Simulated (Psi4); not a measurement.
CH$_{5}$N$_{2}$S (SMILES NC([NH3+])=S), charge +1, singlet, geometry from GFN2-xTB; PBE/STO-3G (Psi4 1.11).

Psi4 was given this input:
```
memory 2 GB

molecule mol {
1 1
  N     1.132724   -1.071908   -0.254745
  C     0.116556   -0.236603   -0.051112
  N    -1.247639   -0.934801   -0.136440
  S     0.107643    1.340122    0.260057
  H     1.042190   -2.057952   -0.445657
  H     2.068056   -0.693196   -0.215955
  H    -1.957904   -0.203952    0.034872
  H    -1.353291   -1.672009    0.576522
  H    -1.416264   -1.348266   -1.065721
}

set basis sto-3g
set reference rks
set scf_type pk
set puream true
set d_convergence 1e-8
set dft_radial_points 99
set dft_spherical_points 590

energy('pbe')
print_variables()
```

### Question
What does Psi4 print? Leave out banner, timings and long lists.

### Answer

```
   => Loading Basis Set <=

    Name: STO-3G
    Role: ORBITAL
    Keyword: BASIS

         ---------------------------------------------------------
                                   SCF
               by Justin Turney, Rob Parrish, Andy Simmonett
                          and Daniel G. A. Smith
                              RKS Reference
         ---------------------------------------------------------

  ==> Geometry <==

    Molecular point group: c1
    Full point group: C1

    Geometry (in Angstrom), charge = 1, multiplicity = 1:

       Center              X                  Y                   Z               Mass
    ------------   -----------------  -----------------  -----------------  -----------------
         N            1.111933739339    -1.148319526289    -0.269011307930    14.003074004430
         C            0.095765739339    -0.313014526289    -0.065378307930    12.000000000000
         N           -1.268429260661    -1.011212526289    -0.150706307930    14.003074004430
         S            0.086852739339     1.263710473711     0.245790692070    31.972071174400
         H            1.021399739339    -2.134363526289    -0.459923307930     1.007825032230
         H            2.047265739339    -0.769607526289    -0.230221307930     1.007825032230
         H           -1.978694260661    -0.280363526289     0.020605692070     1.007825032230
         H           -1.374081260661    -1.748420526289     0.562255692070     1.007825032230
         H           -1.437054260661    -1.424677526289    -1.079987307930     1.007825032230

  Running in c1 symmetry.

  Rotational constants: A =      0.30929  B =      0.16724  C =      0.11056 [cm^-1]
  Rotational constants: A =   9272.27820  B =   5013.86103  C =   3314.54802 [MHz]
  Nuclear repulsion =  165.978655007319702

  Charge       = 1
  Multiplicity = 1
  Electrons    = 40
  Nalpha       = 20
  Nbeta        = 20

  ==> Algorithm <==

  SCF Algorithm Type is PK.
  DIIS enabled.
  MOM disabled.
  Fractional occupation disabled.
  Guess Type is SAD.
  Energy threshold   = 1.00e-06
  Density threshold  = 1.00e-08
  Integral threshold = 1.00e-12

  ==> Primary Basis <==

  Basis Set: STO-3G
    Blend: STO-3G
    Number of shells: 19
    Number of basis functions: 29
    Number of Cartesian functions: 29
    Spherical Harmonics?: true
    Max angular momentum: 1

  ==> DFT Potential <==

   => LibXC <=

    Version 7.1.2
    S. Lehtola, C. Steigemann, M. J. T. Oliveira, and M. A. L. Marques,  SoftwareX 7, 1–5 (2018) (10.1016/j.softx.2017.11.002)

   => Composite Functional: PBE <=

    PBE GGA Exchange-Correlation Functional

    J.P. Perdew et. al., Phys. Rev. Lett., 77(18), 3865-3868, 1996

    Deriv               =              1
    GGA                 =           TRUE
    Meta                =          FALSE

    Exchange Hybrid     =          FALSE
    MP2 Hybrid          =          FALSE

   => Exchange Functionals <=

    1.0000     XC_GGA_X_PBE

   => Correlation Functionals <=

    1.0000     XC_GGA_C_PBE

   => LibXC Density Thresholds  <==

    XC_GGA_C_PBE:  1.00E-12
    XC_GGA_X_PBE:  1.00E-15

   => Molecular Quadrature <=

    Radial Scheme          =       TREUTLER
    Pruning Scheme         =           NONE
    Nuclear Scheme         =       TREUTLER

    Blocking Scheme        =         OCTREE
    BS radius alpha        =              1
    Pruning alpha          =              1
    Radial Points          =             99
    Spherical Points       =            590
    Total Points           =         488632
    Total Blocks           =           3488
    Max Points             =            256
    Max Functions          =             28
    Weights Tolerance      =       1.00E-15

  ==> Integral Setup <==

  Using in-core PK algorithm.
   Calculation information:
      Number of atoms:                   9
      Number of AO shells:              19
      Number of primitives:             57
      Number of atomic orbitals:        29
      Number of basis functions:        29

      Integral cutoff                 1.00e-12
      Number of threads:                 1

  Performing in-core PK
  Using 189660 doubles for integral storage.
  We computed 16624 shell quartets total.
  Whereas there are 18145 unique shell quartets.

  ==> DiskJK: Disk-Based J/K Matrices <==

    J tasked:                  Yes
    K tasked:                   No
    wK tasked:                  No
    Schwarz Cutoff:          1E-12

  Minimum eigenvalue in the overlap matrix is 2.3278829388E-01.
  Reciprocal condition number of the overlap matrix is 9.8465904140E-02.
    Using symmetric orthogonalization.

  ==> Pre-Iterations <==

  SCF Guess: Superposition of Atomic Densities via on-the-fly atomic UHF (no occupation information).

   -------------------------
    Irrep   Nso     Nmo
   -------------------------
     A         29      29
   -------------------------
    Total      29      29
   -------------------------

  ==> Iterations <==

                        Total Energy        Delta E     RMS |[F,P]|

   @RKS iter SAD:  -540.84566788314226   -5.40846e+02   0.00000e+00
   @RKS iter   1:  -541.76982804289980   -9.24160e-01   1.32727e-02 DIIS/ADIIS
   @RKS iter   2:  -539.85867567871264    1.91115e+00   5.61975e-02 DIIS/ADIIS
   @RKS iter   3:  -541.82405414863706   -1.96538e+00   1.05333e-02 DIIS/ADIIS
   @RKS iter   4:  -541.87639294973155   -5.23388e-02   3.01655e-03 DIIS/ADIIS
   @RKS iter   5:  -541.88157527811711   -5.18233e-03   1.08992e-03 DIIS/ADIIS
   @RKS iter   6:  -541.88217744085455   -6.02163e-04   3.82311e-04 DIIS/ADIIS
   @RKS iter   7:  -541.88226318622173   -8.57454e-05   1.98747e-05 DIIS
   @RKS iter   8:  -541.88226343609631   -2.49875e-07   1.05264e-05 DIIS
   @RKS iter   9:  -541.88226351603078   -7.99345e-08   1.08235e-06 DIIS
   @RKS iter  10:  -541.88226351691537   -8.84597e-10   7.08257e-08 DIIS
   @RKS iter  11:  -541.88226351691924   -3.86535e-12   1.71861e-08 DIIS
   @RKS iter  12:  -541.88226351691924    0.00000e+00   1.73929e-10 DIIS
  Energy and wave function converged.

  ==> Post-Iterations <==

   Electrons on quadrature grid:
      Ntotal   =   40.0000002399 ; deviation = 2.399e-07

    Orbital Energies [Eh]
    ---------------------

    Doubly Occupied:

       1A    -87.066910     2A    -14.232321     3A    -14.075592
       4A    -10.005652     5A     -7.496279     6A     -5.519509
       7A     -5.508932     8A     -5.496734     9A     -1.131452
      10A     -1.022213    11A     -0.845935    12A     -0.744352
      13A     -0.734667    14A     -0.711345    15A     -0.669263
      16A     -0.612575    17A     -0.472327    18A     -0.450176
      19A     -0.311461    20A     -0.275981

    Virtual:

      21A     -0.155582    22A     -0.036460    23A     -0.000870
      24A      0.027806    25A      0.046086    26A      0.070950
      27A      0.121695    28A      0.250905    29A      0.300392

    Final Occupation by Irrep:
              A
    DOCC [    20 ]
    NA   [    20 ]
    NB   [    20 ]

  @RKS Final Energy:  -541.88226351691924

   => Energetics <=

    Nuclear Repulsion Energy =            165.9786550073197020
    One-Electron Energy =               -1068.1693116405374440
    Two-Electron Energy =                 406.4606741990718319
    DFT Exchange-Correlation Energy =     -46.1522810827733068
    Empirical Dispersion Energy =           0.0000000000000000
    VV10 Nonlocal Energy =                  0.0000000000000000
    Total Energy =                       -541.8822635169192381

Computation Completed

Properties will be evaluated at   0.000000,   0.000000,   0.000000 [a0]

Properties computed using the SCF density matrix

 Multipole Moments:

 ------------------------------------------------------------------------------------
     Multipole            Electronic (a.u.)      Nuclear  (a.u.)        Total (a.u.)
 ------------------------------------------------------------------------------------

 L = 1.  Multiply by 2.5417464519 to convert [e a0] to [Debye]
 Dipole X            :          0.3837957           -1.6107925           -1.2269968
 Dipole Y            :          3.5478154           -5.9202787           -2.3724634
 Dipole Z            :          0.6846798           -1.1053247           -0.4206449
 Magnitude           :                                                    2.7038945

 ------------------------------------------------------------------------------------

  Variable Map:
  ----------------------------------------------------------------------------
  "CURRENT ENERGY"              =>    -541.882263516919
  "CURRENT REFERENCE ENERGY"    =>    -541.882263516919
  "DD SOLVATION ENERGY"         =>       0.000000000000
  "DFT FUNCTIONAL TOTAL ENERGY" =>    -541.882263516919
  "DFT TOTAL ENERGY"            =>    -541.882263516919
  "DFT VV10 ENERGY"             =>       0.000000000000
  "DFT XC ENERGY"               =>     -46.152281082773
  "GRID ELECTRONS ALPHA"        =>      20.000000119955
  "GRID ELECTRONS BETA"         =>      20.000000119955
  "GRID ELECTRONS TOTAL"        =>      40.000000239909
  "NUCLEAR REPULSION ENERGY"    =>     165.978655007320
  "ONE-ELECTRON ENERGY"         =>   -1068.169311640537
  "PCM POLARIZATION ENERGY"     =>       0.000000000000
  "PE ENERGY"                   =>       0.000000000000
  "SCF ITERATION ENERGY"        =>    -541.882263516919
  "SCF ITERATIONS"              =>      12.000000000000
  "SCF TOTAL ENERGY"            =>    -541.882263516919
  "TWO-ELECTRON ENERGY"         =>     406.460674199072
  "XC GRID RADIAL POINTS"       =>      99.000000000000
  "XC GRID SPHERICAL POINTS"    =>     590.000000000000
  "XC GRID TOTAL POINTS"        =>  488632.000000000000

  Array Variable Map:
  ----------------------------------------------------------------------------
  "CURRENT DIPOLE"              =>      -1.226996760281 ... -0.420644852908 1 by 3
  "SCF DIPOLE"                  =>      -1.226996760281 ... -0.420644852908 1 by 3
  "SCF TOTAL ENERGIES"          =>    -540.845667883142 ... -541.882263516919 1 by 13
```
